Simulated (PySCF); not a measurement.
How methods differ on the electron affinity of Tl

Tl⁻ [Xe] 4f14 5d10 6s2 6p2 (3P) → Tl [Xe] 4f14 5d10 6s2 6p1 (2P), as a difference of total energies. All numbers are calculated (PySCF 2.14, the spin-free X2C one-electron Hamiltonian (Gaussian nucleus), in x2c-TZVPPall with one added diffuse shell each of s, p, d, f type (12s8p7d4f, 99 functions)). Correlated levels: valence and next inner shell: [Kr] 4d10 4f14 frozen. The calculations carry no spin-orbit coupling.

```tsv
method	electron affinity (eV)
UHF	-0.008
MP2 (valence and next inner shell)	0.291
SCS-MP2 (valence and next inner shell)	0.168
CCSD (valence and next inner shell)	0.265
CCSD(T) (valence and next inner shell)	0.301
```

Spin-orbit coupling is strong in these open shells (close to jj coupling). The scalar numbers leave it out and a first-order estimate fails, so it can dominate the gap to the real levels.

Errors of the correlated levels include the incompleteness of this basis and the frozen core.

A negative affinity means that the anion lies above the atom at that level of theory.

For comparison: 0.320 eV (measured; photodetachment measurements, as compiled on the Wikipedia data page of electron affinities).
